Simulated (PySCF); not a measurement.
4-fluorothiophenol, C₆H₅FS.
Z-matrix (Å and degrees, PBE0-D3(BJ)/def2-SVP geometry), rows numbered from 1:
```
F 
C   1  1.3328
C   2  1.3884  1  119.49
C   3  1.3923  2  119.38  1  -180.00
C   4  1.3998  3  120.59  2    -0.06
S   5  1.7675  4  123.20  3   179.95
C   5  1.4011  4  119.01  3     0.05
C   2  1.3896  1  119.47  3   179.98
H   3  1.0914  2  119.45  1    -0.03
H   4  1.0924  3  119.17  2   179.91
H   6  1.3483  5   96.62  4     1.37
H   7  1.0927  5  119.95  4  -179.94
H   8  1.0915  2  119.44  1    -0.01
```

Linear response at CAM-B3LYP/def2-SVPD (PySCF, frozen core in the response, non-relativistic). The structure is a single PBE0-D3(BJ)/def2-SVP conformer in the gas phase; no vibrational or solvent corrections.

Static isotropic polarisability: 90.27 au (13.38 Å³), principal values 55.8, 92.0, 123.1 au.

(1) What is the polarisability at 1064 nm and at the sodium D line?

(2) What is the isotropic C6 coefficient between two such molecules, C6 = (3/π)∫α(iω)² dω?

(3) Which effective excitation energy ω̄ makes London's formula C6 = (3/4)α²ω̄ exact here?

(4) What n − 1 at the D line would an ideal gas of it have at 273.15 K and 1 atm (2.6868 × 10¹⁹ cm⁻³), by n − 1 = 2π·N·α′?

(5) The lowest 6 singlets have (eV, f): 4.82, 0.023; 5.08, 0.002; 5.48, 0.213; 5.93, 0.017; 6.59, 0.010; 6.62, 0.124. What share of the static polarisability do they carry in the sum over states α = Σ f/ω²?

(6) What three-body coefficient follows from the one-pole estimate C9 = (3/4)·α·C6?

Results:

(1) 91.46 au at 1064 nm (+1.3 %), 94.42 au at 589.3 nm (+4.6 %). The rise at 589.3 nm is 3.48 times that at 1064 nm; a pure ω² law gives 3.26. The lowest singlet lies at 257 nm, shorter than both wavelengths.

(2) 2972 au (Eh·bohr⁶) by a ten-point quadrature over imaginary frequencies, which is 1780 eV·Å⁶ or 171 J·nm⁶/mol.

(3) ω̄ = 4·C6/(3α²) = 0.486 Eh = 13.2 eV. A one-pole form α(ω) = α/(1 − ω²/ω̄²) fitted to the 1064 nm value gives 10.2 eV.

(4) 23.62 × 10⁻⁴, a formal value whether or not that pressure can be reached.

(5) 8.67 au, 9.6 % of α; the largest term, 5.25 au, is that of the state at 5.48 eV. Their oscillator strengths add up to 0.39. Higher states carry the rest.

(6) 201000 au. This is an estimate from the two numbers above, not a computed integral.

The run took 84 s of wall time (grids of density and orbitals included) on one thread, Arm Neoverse N1 (aarch64) (shared host), and the process peaked at 0.98 GiB of memory. This is the whole response run at CAM-B3LYP/def2-SVPD, SCF included.
